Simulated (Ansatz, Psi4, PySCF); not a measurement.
CF₂I, doublet, geometry from GFN2-xTB (all electrons, no relativity). Base run: B3LYP5/6-311G** run with PySCF.

Here is a job for PySCF.
```python
from pyscf import gto, scf, dft

mol = gto.M(
    atom='''
F    -1.94047091   -1.04246775   -0.07111409
C    -1.27115926    0.02973402    0.32225778
F    -1.89743270    1.11662875   -0.10056321
I     0.79562430   -0.01595949   -0.00732926
''',
    basis='6-311g**',
    spin=1,
    verbose=3,
)

mf = dft.UKS(mol)
mf.xc = 'b3lyp5'
mf.kernel()
```

The same geometry, method and basis name were run in Ansatz (a quantum-chemistry and plane-wave program) and Psi4 and PySCF, at each program's defaults and at the settings that a row names. The base is PySCF at its defaults. Differences at the defaults can come from grids, fitting, cores and function types together.

```json
[
 {"code and settings": "PySCF, defaults (exact integrals, its default grid, spherical functions)", "ΔE vs base (mEh)": "0.000", "basis functions": "116", "E (Eh)": "-7157.00412", "SCF cycles": "12", "dipole (D)": "0.68", "outcome": "converged"},
 {"code and settings": "Ansatz, defaults (factorised integrals, its default grid, spherical functions)", "ΔE vs base (mEh)": "0.000", "basis functions": "116", "E (Eh)": "-7157.00412", "SCF cycles": "-", "dipole (D)": "-", "outcome": "converged"},
 {"code and settings": "PySCF, fine grid", "ΔE vs base (mEh)": "0.000", "basis functions": "116", "E (Eh)": "-7157.00412", "SCF cycles": "12", "dipole (D)": "0.68", "outcome": "converged"},
 {"code and settings": "Psi4, exact integrals, spherical functions, fine grid", "ΔE vs base (mEh)": "-", "basis functions": "-", "E (Eh)": "-", "SCF cycles": "-", "dipole (D)": "-", "outcome": "input refused"},
 {"code and settings": "Ansatz, high accuracy", "ΔE vs base (mEh)": "-0.002", "basis functions": "116", "E (Eh)": "-7157.00412", "SCF cycles": "-", "dipole (D)": "-", "outcome": "converged"}
]
```

Open shells are given as the SCF converged; they aren't shown to be the lowest states, and a large step between rows can be another state.

- Psi4, exact integrals, spherical functions, fine grid: ended with `psi4.driver.qcdb.exceptions.BasisSetNotFound: BasisSet::construct: Unable to find a basis set for atom 4 for key BASIS among:`
